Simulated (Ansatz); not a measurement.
Start from `C=[C]([AlH2])[SnH3]` and change one atom or group to get `C=[C]([AlH2])S`.

Ansatz, PBE0-D4/def2-TZVP geometries, multiplicity 1. Each molecule was computed in one conformer, which needn't be the lowest.

Elements past krypton have def2 core potentials.

```tsv
property	`C=[C]([AlH2])[SnH3]`
size of the dipole moment (ωB97M-V/def2-TZVPP) / D	0.78
HOMO energy (PBE0/def2-TZVPP) / eV	-7.36
HOMO–LUMO gap (PBE/def2-TZVPP) / eV	3.58
size of the dipole moment (B3LYP/def2-TZVPP) / D	0.82
LUMO energy (PBE0/def2-TZVPP) / eV	-1.82
size of the dipole moment (PBE/def2-TZVPP) / D	0.83
```

(1) What does the change do to each property? (Estimate.)

## Answers

(1) Computed: 
```tsv
property	`C=[C]([AlH2])S`	shift
size of the dipole moment (ωB97M-V/def2-TZVPP) / D	0.77	-0.01
HOMO energy (PBE0/def2-TZVPP) / eV	-6.56	0.80
HOMO–LUMO gap (PBE/def2-TZVPP) / eV	2.91	-0.67
size of the dipole moment (B3LYP/def2-TZVPP) / D	0.71	-0.11
LUMO energy (PBE0/def2-TZVPP) / eV	-1.83	-0.01
size of the dipole moment (PBE/def2-TZVPP) / D	0.62	-0.21
```

Dipoles are sizes alone; their direction can turn.

B3LYP here is the variant with VWN-RPA as its local correlation; programs differ in this.
